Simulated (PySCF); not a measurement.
Compound: SnH2Me(NEt2), C₅H₁₅NSn.
Z-matrix (Å and degrees, PBE0-D3(BJ)/def2-SVP geometry), rows numbered from 1:
```
Sn
H   1  1.7168
H   1  1.7184  2  112.22
C   1  2.1565  2  111.30  3  -123.57
H   4  1.0993  1  109.46  2  -165.70
H   4  1.0998  1  110.41  2    74.42
H   4  1.0991  1  110.14  2   -46.02
N   1  2.0443  2  105.28  3   114.29
C   8  1.4451  1  119.49  2    37.95
C   9  1.5272  8  115.43  1    78.20
C   8  1.4474  1  119.41  2  -167.51
C  11  1.5245  8  113.47  1   128.60
H   9  1.1045  8  108.89  1   -44.74
H   9  1.1066  8  109.23  1  -158.77
H  10  1.1025  9  111.04  8   -62.62
H  10  1.1014  9  111.44  8    57.15
H  10  1.1018  9  111.33  8   177.32
H  11  1.1112  8  111.84  1  -107.46
H  11  1.1044  8  109.00  1     8.02
H  12  1.1005 11  110.37  8   -59.12
H  12  1.1010 11  111.60  8    60.58
H  12  1.1016 11  111.01  8  -179.67
```

Computed with PBE0-D3(BJ)/def2-SVP geometry optimisation, gas phase, def2 core potentials past Kr (PySCF).

Take the most abundant isotopes and a rigid rotor. The values belong to one conformer.

Give the principal moments of inertia and the rotational constants in MHz.

Ia = 250.58, Ib = 530.54, Ic = 640.24 u·Å²; 505379 MHz·u·Å²/I gives A = 2017, B = 952.6, C = 789.4 MHz.

What kind of rotor is it?

An asymmetric top: κ = (2 × 952.6 − 2017 − 789.4)/(2017 − 789.4) = -0.73.

Is it planar, by Δ = Ic − Ia − Ib?

Not planar: Δ = Ic − Ia − Ib = -140.88 u·Å². For a rigid frame Δ = −2 Σ m c², so Σ m c² = 70.44 u·Å² lies off the ab plane: 23.98 from hydrogen and 46.46 from heavier atoms. The atom farthest from that plane is 2.37 Å away.

Give the other two planar moments, Paa and Pbb, and the rms extents of the mass along the axes.

Paa = Σ m a² = (Ib + Ic − Ia)/2 = 460.10 and Pbb = Σ m b² = (Ia + Ic − Ib)/2 = 180.14 u·Å². With the mass M = 209.02 u, the rms extents √(P/M) along a, b and c are 1.48, 0.93, 0.58 Å.

Give the coordinates in the principal-axis frame, origin at the centre of mass.

The sense of each axis is arbitrary; atoms in the order of the calculation.
```
atom  mass (u)   a (Å)   b (Å)   c (Å)
 Sn1   119.902   0.904   0.236  -0.210
  H2     1.008   1.397  -0.407  -1.723
  H3     1.008   1.212   1.923  -0.089
  C4    12.000   1.849  -0.800   1.428
  H5     1.008   1.333  -0.550   2.366
  H6     1.008   2.905  -0.503   1.512
  H7     1.008   1.794  -1.887   1.271
  N8    14.003  -1.132   0.049  -0.183
  C9    12.000  -1.746  -1.127  -0.756
 C10    12.000  -1.696  -2.382   0.113
 C11    12.000  -1.896   0.740   0.834
 C12    12.000  -3.043   1.572   0.271
 H13     1.008  -1.266  -1.344  -1.727
 H14     1.008  -2.801  -0.904  -1.002
 H15     1.008  -0.655  -2.697   0.295
 H16     1.008  -2.165  -2.211   1.095
 H17     1.008  -2.223  -3.223  -0.366
 H18     1.008  -2.296   0.039   1.598
 H19     1.008  -1.223   1.414   1.393
 H20     1.008  -2.659   2.329  -0.429
 H21     1.008  -3.766   0.947  -0.275
 H22     1.008  -3.592   2.083   1.077
```

Which lines would a microwave search look for?

The dipole components are |μa| = 0.39 D, |μb| = 0.52 D, |μc| = 0.70 D. Intensities carry the squares of the components, which stand as 0.31 : 0.54 : 1.00 (a : b : c). Some lines, for components of 0.1 D or more:

```csv
type,branch,"J(Ka,Kc)",MHz,lower level (cm⁻¹)
c,Q,"3(1,3) ← 3(0,3)",731,0.346
c,Q,"2(1,2) ← 2(0,2)",918,0.174
c,Q,"1(1,1) ← 1(0,1)",1064,0.058
b,Q,"2(1,1) ← 2(0,2)",1408,0.174
b,R,"2(0,2) ← 1(1,1)",2402,0.094
c,Q,"2(2,1) ← 2(1,1)",3193,0.221
a,R,"2(0,2) ← 1(0,1)",3467,0.058
b,R,"3(0,3) ← 2(1,2)",4239,0.204
c,R,"2(1,1) ← 1(0,1)",4875,0.058
a,R,"3(2,1) ← 2(2,0)",5294,0.328
c,Q,"3(3,1) ← 3(2,1)",5654,0.504
b,R,"3(1,3) ← 2(0,2)",5889,0.174
c,R,"2(2,0) ← 1(1,0)",6857,0.099
c,R,"3(2,1) ← 2(1,1)",8504,0.221
c,R,"3(2,2) ← 2(1,2)",8908,0.204
b,R,"3(3,1) ← 2(2,0)",10948,0.328
```

Atoms past krypton carry def2 core potentials. Stationary, but not proved a minimum. These are rigid-rotor constants of the computed structure; measured ground-state constants (B0) also hold zero-point vibration. A rigid rotor knows nothing of internal rotation, which can split or shift real lines. Quadrupole hyperfine structure (14N) is left out.
